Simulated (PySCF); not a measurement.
These are B3LYP-D3(BJ)/def2-TZVP // BP86-D3(BJ)/def2-SVP in PySCF 2.14.0 values and carry that method's errors. Isolated molecules, 0 K electronic values unless said otherwise. One relaxed conformer stands for a flexible species; it need not be the lowest. B3LYP has the VWN-RPA correlation part, as in Gaussian. 

Reference species: [Zn(NH2)(CH3)] (neutral, multiplicity 1).

The coordination number comes out as 2 and the mean distance from the central atom to its bonded neighbours comes out as 1.886 Å. The HOMO is -6.49 eV. The charge on the central atom (meta-Löwdin) is 1.07 e.

Changed species: [Zn(NH2)2] (0 of 2 NH2 replaced by CH3; the reference has 1 of 2 NH2 replaced by CH3).

### Question
What does the change do to the coordination number, mean distance from the central atom to its bonded neighbours, HOMO and charge on the central atom (meta-Löwdin)?

### Answer
the coordination number hardly moves; the mean distance from the central atom to its bonded neighbours falls by 0.057 Å, to 1.829 Å; the HOMO falls by 0.14 eV, to -6.63 eV; the charge on the central atom (meta-Löwdin) goes up by 0.05 e, to 1.12 e.
